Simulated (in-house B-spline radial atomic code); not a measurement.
Nd III (Nd2+) is squeezed into an impenetrable sphere of radius R (the orbitals vanish at R). Computed with an all-electron radial atomic-structure program (B-spline basis): Dirac-Hartree-Fock, average of configuration, Fermi nucleus of rms radius 4.9123 fm.

Energies in eV above the free ion in [Xe] 4f4:

```csv
R (bohr),highest level (eV),[Xe] 4f4,[Kr] 4d10 4f4 5s2 5p5 5f1,[Kr] 4d9 4f4 5s2 5p6 5f1
9.25,-22.3,0,32.58,133
6.53,-22.3,0.003889,35.28,135.6
5.27,-22.2,0.0837,39.5,139.5
4.07,-21.2,1.662,50.4,149.8
3.72,-20.1,3.954,57.4,156.4
2.86,-12.2,32.83,105.8,204
2.71,-9.28,47.56,125.8,224.1
2.09,14,228.7,338.1,445.6
1.94,24.6,341.1,460.6,576
1.27,313,2599,2750,3034
```

Question: Does [Kr] 4d10 4f4 5s2 5p5 5f1 fall below [Xe] 4f4 under compression?

Answer: No, it stays above over the whole range.

Question: Does [Kr] 4d9 4f4 5s2 5p6 5f1 fall below [Xe] 4f4 under compression?

Answer: No, it stays above over the whole range.

The highest level is first positive in the row R = 2.09 bohr, pushed up by confinement above the zero of the free ion's potential. Each configuration is held fixed and needn't be the lowest in the sphere.
